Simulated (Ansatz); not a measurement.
Ansatz (an electronic-structure program) input:
A basis named .json is the Basis Set Exchange file of that set.

Ansatz 0.2 input:
```yaml
crystal:
  periodic: [false, false, false]
  atoms:
    - {symbol: Si, position_ang: [-0.11189245, 0.09935110, -0.03078866]}
    - {symbol: O, position_ang: [-0.41844932, -1.07116168, 1.18601955]}
    - {symbol: N, position_ang: [-1.18303284, 1.26259180, -0.47233330]}
    - {symbol: N, position_ang: [1.31391837, 0.85209903, 0.70339173]}
    - {symbol: N, position_ang: [0.35967771, -1.02055120, -1.34182582]}
    - {symbol: H, position_ang: [-0.97363936, -1.76538754, 0.82096811]}
    - {symbol: H, position_ang: [-1.92176411, 0.98675729, -1.11140528]}
    - {symbol: H, position_ang: [1.47450664, 0.54162997, 1.65337577]}
    - {symbol: H, position_ang: [1.19927848, 1.85785618, 0.71204869]}
    - {symbol: H, position_ang: [1.18914072, -1.56949739, -1.14171234]}
    - {symbol: H, position_ang: [0.51262378, -0.53195811, -2.21501860]}
basis:
  gaussian:
    orbitals: aug-cc-pV_D+d_Z.json
total_charge: -1
magnetization: {spin_polarized: false}
correlation: {method: ccsd_t, electrons: outside_noble_gas}
output: {forces: true}
```

Problem. What final total energy does it print?

Solution. -531.73792 Eh (CCSD(T)/aug-cc-pV(D+d)Z). The basis has 178 functions.

It need not be the lowest isomer of its formula. Whether it binds its extra electron was not tested at this geometry.
